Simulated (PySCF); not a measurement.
Computed shifts of a molecule C3H7AlO2, PBE/pcSseg-1 (PySCF), GIAO, gas phase, equivalent atoms averaged, in ppm (number of nuclei): ¹³C: 71.1 (2), -20.4 (1). ¹H: 4.53 (4), 0.01 (3). References: ¹³C against TMS (σ = 182.0 ppm); ¹⁷O against H2O (σ = 334.3 ppm); ¹H against TMS (σ = 31.49 ppm), references at their B3LYP-D3(BJ)/def2-TZVP geometries, non-relativistic. Geometry optimised at PBE0-D3(BJ)/def2-SVP. A frequency run showed that this geometry is not a minimum. The values are those of a single conformer.

Task: Pick the molecule that these values belong to.
A) [CH3][AlH][O]C(C)=O
B) C=[CH][Al]([OH])[O]C
C) C=C[CH2][Al]([OH])[OH]
D) [CH3][Al]1[O]CC[O]1

Result: D, [CH3][Al]1[O]CC[O]1
